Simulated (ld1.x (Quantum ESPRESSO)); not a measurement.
**Transferability test, TM potential for niobium**

```
Element                 : Nb (Z = 41)
Generator               : ld1.x (Quantum ESPRESSO) 7.5
Type                    : norm-conserving Troullier–Martins (Kleinman–Bylander form)
Functional              : LDA (PZ)
Relativity              : scalar-relativistic
Frozen core             : [Kr]
Valence charge          : 5
Reference configuration : 4d4 5s1 5p0
Partial waves           : 5p (bound, empty): rc 4.20 bohr; 4d (bound): rc 1.45 bohr; 5s (bound): rc 3.35 bohr
Local potential         : the s channel
Core correction         : a·sin(br)/r model core, default radius (core density twice the valence density)
```

Energies are relative to the spin-unpolarised reference configuration 4d4 5s1 5p0; without spin polarisation the order of configurations can differ from experiment. Spin-polarised rows fill each open shell by Hund’s rule, majority spin first.

```json
{"valence configuration": "4d4 5s0 5p0", "charge": "+1", "ΔE all-electron (eV)": "6.916", "error AE − PS (meV)": "-13"}
{"valence configuration": "4d3 5s0 5p0", "charge": "+2", "ΔE all-electron (eV)": "21.192", "error AE − PS (meV)": "-120"}
{"valence configuration": "4d2 5s0 5p0", "charge": "+3", "ΔE all-electron (eV)": "46.126", "error AE − PS (meV)": "-641"}
{"valence configuration": "4d3 5s1 5p0", "charge": "+1", "ΔE all-electron (eV)": "7.210", "error AE − PS (meV)": "-65"}
{"valence configuration": "4d4.5 5s0.5 5p0", "charge": "0", "ΔE all-electron (eV)": "0.584", "error AE − PS (meV)": "-15"}
{"valence configuration": "4d4 5s1 5p0 (spin-polarised)", "charge": "0", "ΔE all-electron (eV)": "-2.609", "error AE − PS (meV)": "+179"}
{"valence configuration": "4d4 5s0 5p0 (spin-polarised)", "charge": "+1", "ΔE all-electron (eV)": "4.795", "error AE − PS (meV)": "+166"}
```

(1) What are ΔE and the potential's error for 4d4 5s0.5 5p0?

(2) What are ΔE and the potential's error for 4d1 5s0 5p0?

Levels in the configuration 4d3 5s0 5p0:

```json
{"level": "4d", "all-electron (eV)": "-19.325", "pseudo (eV)": "-19.600"}
```

Results:

(1) ΔE = 2.765 eV all-electron; the error (AE − PS) is -3.0 meV.

(2) ΔE = 83.215 eV all-electron; the error (AE − PS) is -1726 meV.
